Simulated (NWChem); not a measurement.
# AlHOClF; SMILES [OH][Al]([Cl])[F]

```xyz
5

Al     0.0009     0.4101     0.0000
F      1.4390     1.2294     0.0000
Cl     0.0257    -1.6644     0.0000
O     -1.4746     1.2166     0.0000
H     -1.6031     2.1661     0.0000
```
Atoms are numbered in this order, from 1.

All runs: NWChem. Medium grid unless said otherwise, to which SCAN and Minnesota functionals are sensitive. Coordinates come from a PBE0/def2-SVP optimisation. Total energies of different functionals are on different scales.

```csv
level,energy (Ha),highest occupied level (eV),orbital gap (eV),dipole (D)
B3LYP/def2-SVP,-878.1696,-8.96,7.85,1.87
PBE/def2-SVP,-877.6328,-7.71,6.04,1.88
PW91/def2-SVP,-878.0498,-7.77,[?],1.87
LC-BLYP (range parameter 0.33 per bohr)/def2-SVP,-877.4378,-11.52,12.40,1.95
RPBE/def2-SVP,-878.0385,-7.67,6.05,1.87
B3PW91/def2-SVP,-877.9977,-9.09,8.17,1.92
BP86/def2-SVP,-878.1925,-7.82,6.16,1.90
MN15-L/def2-SVP,-877.8177,-8.44,7.27,2.02
M06/def2-SVP,-878.0544,-9.25,8.29,1.77
MPW1K/def2-SVP,-878.1005,-10.48,10.23,1.95
CAM-B3LYP/def2-SVP,-878.1086,-10.64,10.73,1.92
```

### Question
Complete the blanks.

### Answer

- PW91/def2-SVP, orbital gap (eV): 6.00
